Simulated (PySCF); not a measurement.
Delta-SCF ions had no search for a lower state. Excitations are Tamm–Dancoff values on a coarser integration grid. The basis has no diffuse functions, so Rydberg states are missing or too high.

**CH$_{6}$Si$_{2}$, SMILES `[SiH3]C=[SiH2]` (charge 0, multiplicity 1)**

The numbers are results of PBE-D3(BJ)/def2-TZVP in PySCF, not measurements.

| Item | Value |
|---|---|
| HOMO | -5.90 eV |
| dipole moment | 1.59 D |
| LUMO | -2.48 eV |
| HOMO–LUMO gap | 3.41 eV |
| S1 excitation (TDA) | 4.97 eV |
| S1 oscillator strength | 0.345 |
| brightest of the four lowest singlets (TDA) | 4.97 eV |
| T1 excitation (TDA) | 2.61 eV |
| S1–T1 gap (TDA) | 2.36 eV |
| vertical ionisation energy (Delta-SCF) | 8.74 eV |
| total energy | -620.3143 Ha |
| cost | very roughly 28 core-seconds |

Bond lengths (Å): Si1–C2 1.716, Si1–H4 1.490, Si1–H5 1.488, C2–Si3 1.848, C2–H6 1.095, Si3–H7 1.499, Si3–H8 1.497, Si3–H9 1.499. Bond angles (°): C2–Si1–H4 123.8, C2–Si1–H5 121.7, H4–Si1–H5 114.5, Si1–C2–Si3 123.2, Si1–C2–H6 118.0, Si3–C2–H6 118.7, C2–Si3–H7 111.8, C2–Si3–H8 109.3, C2–Si3–H9 111.8, H7–Si3–H8 108.4, H7–Si3–H9 107.0, H8–Si3–H9 108.4.
Charge 0, spin multiplicity 1.
